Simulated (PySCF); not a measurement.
**`C#C[P@](=S)(C(C)=O)C(C)C`: 4 charge schemes on one density**

Species: C7H11OPS.
Structure used (GFN2-xTB), in Å, numbered top down from 1:
```
atom  x, y, z in Å
C1     1.3509    2.8007    0.4821
C2     0.8837    1.6947    0.3980
P3     0.2870    0.0318    0.5153
S4     0.1730   -0.6475    2.3297
C5     1.5537   -0.8757   -0.5574
C6     2.8771   -1.0131    0.1124
O7     1.2390   -1.3207   -1.6246
C8    -1.2689    0.0371   -0.5002
C9    -1.8327   -1.3775   -0.5046
C10   -2.2331    1.0388    0.1222
H11    1.7376    3.7785    0.5056
H12    3.1808   -0.0454    0.5137
H13    3.6273   -1.4076   -0.5689
H14    2.7558   -1.6918    0.9586
H15   -0.9938    0.3425   -1.5161
H16   -2.7797   -1.4049   -1.0402
H17   -1.1413   -2.0662   -0.9884
H18   -2.0026   -1.7137    0.5186
H19   -1.8062    2.0419    0.1204
H20   -3.1704    1.0570   -0.4308
H21   -2.4463    0.7581    1.1541
```

Density: PBE0/pcSseg-1 (PySCF); schemes: Mulliken, IAO, Hirshfeld and ESP-fitted. Isolated species at its GFN2-xTB geometry (one conformer only).

Q: Tabulate the Mulliken, IAO, Hirshfeld and ESP-fitted charges.

A: In e; atoms taken as equivalent share a row and are averaged (×n: the atom named and its like, n in all):

| atom | environment | Mulliken | IAO | Hirshfeld | ESP-fitted |
| --- | --- | --- | --- | --- | --- |
| C1 | terminal alkyne carbon | -0.325 | -0.158 | -0.052 | -0.260 |
| C2 | alkyne carbon | +0.049 | -0.319 | -0.102 | -0.047 |
| P3 | phosphorus bonded to 3 C and S | +0.446 | +1.013 | +0.341 | -0.163 |
| S4 | sulfur bonded to P | -0.290 | -0.576 | -0.279 | -0.252 |
| C5 | carbonyl carbon | +0.073 | +0.213 | +0.142 | +0.679 |
| C6 | methyl carbon next to a carbonyl | -0.225 | -0.478 | -0.124 | -0.565 |
| O7 | carbonyl oxygen | -0.322 | -0.365 | -0.188 | -0.445 |
| C8 | sp3 carbon bound to phosphorus | -0.492 | -0.289 | -0.051 | +0.322 |
| C9 | methyl carbon | -0.209 | -0.425 | -0.123 | -0.560 |
| C10 | methyl carbon | -0.208 | -0.421 | -0.120 | -0.452 |
| H11 | alkyne hydrogen | +0.063 | +0.213 | +0.109 | +0.288 |
| H12/H13/H14 | methyl hydrogen | +0.161 | +0.179 | +0.057 | +0.173 |
| H15 | methine hydrogen | +0.163 | +0.158 | +0.044 | +0.051 |
| H16/H17/H18 | methyl hydrogen | +0.132 | +0.151 | +0.038 | +0.159 |
| H19/H20/H21 | methyl hydrogen | +0.132 | +0.149 | +0.039 | +0.136 |

Mean size of the charges over all atoms: IAO 0.289 e, ESP-fitted 0.261 e, Mulliken 0.197 e, Hirshfeld 0.099 e. Each set sums to the total charge, 0, to within 0.001 e. The IAO scheme counts the electrons in orthogonalised intrinsic atomic orbitals, a minimal basis polarised so that it spans the occupied orbitals exactly. The Hirshfeld scheme weights the molecular density at each point by an atom's share of the summed free-atom densities.

Some averages cover members that differ in this geometry: H19/H20/H21, ESP-fitted +0.124 to +0.151; H12/H13/H14, Mulliken +0.148 to +0.173 e.

Lowest charge. The schemes don't all agree: Mulliken C8 (-0.492); IAO S4 (-0.576); Hirshfeld S4 (-0.279); ESP-fitted C6 (-0.565).

Highest charge. The schemes don't all agree: Mulliken P3 (+0.446); IAO P3 (+1.013); Hirshfeld P3 (+0.341); ESP-fitted C5 (+0.679).

Q: How closely do the schemes follow one another over all atoms?

A: Correlation coefficient and root-mean-square difference: IAO with Hirshfeld 0.97, 0.233 e; Mulliken with IAO 0.86, 0.197 e; Mulliken with Hirshfeld 0.80, 0.147 e; Hirshfeld with ESP-fitted 0.58, 0.261 e; IAO with ESP-fitted 0.53, 0.325 e; Mulliken with ESP-fitted 0.45, 0.292 e.

Q: How many electrons does the Hirshfeld scheme count on C8?

A: Z − q = 6 − (-0.051) = 6.051.

Q: Sum the charges by element, for elements with more than one atom.

A: 
| element | atoms | Mulliken | IAO | Hirshfeld | ESP-fitted |
| --- | --- | --- | --- | --- | --- |
| C | 7 | -1.337 | -1.877 | -0.429 | -0.884 |
| H | 11 | +1.502 | +1.805 | +0.555 | +1.744 |

These values come from a run that also computed NMR shieldings. The run took 65 s wall on one thread of an Arm Neoverse V1, no GPU, shared host with 32 logical CPUs at a one-minute load of 9.2, and the process peaked at 1.1 GiB of memory.
